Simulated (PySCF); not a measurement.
[CeO(OH)]+ at several levels of theory

Computed with PySCF 2.14.0 (density fitting, no spin-orbit coupling) at the geometry relaxed with PBE0:

```xyz
4
[CeO(OH)]+ (singlet)
Ce    0.0172   -0.0263   -0.2864
O     1.4070    0.0122    0.7304
O    -1.8136    0.0332    0.4711
H    -2.6304    0.0694    0.9915
```

```
    level                                           basis    state  HOMO (eV)  gap (eV)  charge on Ce1 (e)  population of f-type functions on Ce1 (core shells left out)  dipole about the centre of mass (D)  largest force component (eV/Å)
     PBE0  Ce def2-SVP with ECP28, O def2-SVP, H def2-SVP  singlet     -14.06      5.77               1.28                                                          1.06                                 3.99                            0.02
     BP86                                        the same  singlet     -12.57      2.30               1.17                                                          1.22                                 3.74                            1.46
CAM-B3LYP                                        the same  singlet     -15.49      8.54               1.28                                                          1.06                                 4.04                            0.16
```

Charges are Mulliken's, which hang on the basis. The relaxation used the grid (50, 194), these runs (75, 302) or, all-electron (x2c bases, spin-free X2C Hamiltonian), (99, 590).

**Question.** What does PBE0 with Ce def2-TZVP with ECP28, O def2-TZVP, H def2-TZVP give here?

**Answer.** state singlet, HOMO (eV) -14.15, gap (eV) 5.74, charge on Ce1 (e) 1.48, population of f-type functions on Ce1 (core shells left out) 1.06, dipole about the centre of mass (D) 3.96, largest force component (eV/Å) 0.34. Time: 14 s on 2 threads of Arm Neoverse V2 (shared host), from free ions and atoms.

In the first row's basis the gap widens with exact exchange: 2.3 eV for BP86 (none); 5.8 eV for PBE0 (a fixed share); 8.5 eV for CAM-B3LYP (rising or full at long range).

No other spin state of this charge was computed.
